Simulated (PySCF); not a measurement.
C2H2Cl, multiplicity 2. Atoms are numbered in the order given.

```xyz
5

C      0.2431    -1.6952     0.0000
C     -0.5178    -0.6453     0.0000
Cl     0.1159     0.9825     0.0000
H      1.2787    -1.9889     0.0000
H     -1.6008    -0.6713     0.0000
```
Charge 0, spin multiplicity 2.

Geometry: PBE0-D3(BJ)/def2-TZVP. The isomer is the one that the SMILES or the coordinates give; other isomers of the formula were not compared.

Computed with M06-2X/def2-TZVPD run with PySCF.

Mulliken values depend strongly on the basis, most of all with diffuse functions as here. ESP charges are fitted to the potential on shells at 1.4 to 2.0 van der Waals radii. Atomic charges (e):

```json
[
 {"atom": "C1", "ESP fit": "-0.21", "meta-Löwdin": "(withheld)", "Mulliken spin": "1.22"},
 {"atom": "C2", "ESP fit": "-0.18", "meta-Löwdin": "(withheld)", "Mulliken spin": "-0.35"},
 {"atom": "Cl3", "ESP fit": "-0.07", "meta-Löwdin": "-0.06", "Mulliken spin": "0.09"},
 {"atom": "H4", "ESP fit": "0.23", "meta-Löwdin": "(withheld)", "Mulliken spin": "0.01"},
 {"atom": "H5", "ESP fit": "0.23", "meta-Löwdin": "0.15", "Mulliken spin": "0.03"}
]
```

Question: Some entries are withheld; supply them. (An estimate is asked for; the answer gives what the named calculation found.)

Answer: 
- C1, meta-Löwdin: -0.13
- C2, meta-Löwdin: -0.13
- H4, meta-Löwdin: 0.16
